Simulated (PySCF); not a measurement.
**Question.** What does the PBE0-D3(BJ)/def2-SVP structure of `[C](#C)[GeH2][BH2]` look like in three dimensions?

**Answer.** 
```xyz
9
C2H5BGe angstrom
B     -1.5485    1.0164    0.1080
Ge    -0.5160   -0.7549   -0.1308
C      1.3360   -0.3542    0.1014
C      2.5036   -0.0546    0.2668
H     -1.2562    1.9565   -0.5897
H     -2.4294    1.1454    0.9225
H     -0.8783   -1.8688    0.8669
H     -0.6908   -1.3099   -1.5598
H      3.5373    0.2070    0.4083
```

Any rigid rotation of these coordinates is as good. Atoms count from 1 in this order. The 4 heavy atoms lie in one plane (0.002 Å rms). Ge2 (germanium bonded to B, C and 2 H) is distorted tetrahedral (angles from 106.9° to 115.4°). B1 (three-coordinate boron) is planar (angles 122.3°, 118.9° and 118.7°, sum 360.0°, 0.00 Å off the plane of its three neighbours).

Bonds between heavy atoms (Å): B1–Ge2 2.064, Ge2–C3 1.909, C3≡C4 1.217.

Level of theory: PBE0-D3(BJ)/def2-SVP geometry optimisation, gas phase in PySCF.

Stationary, but not proved a minimum. One conformer, not necessarily the lowest (H–B1–Ge2–C3 56° and -124°).
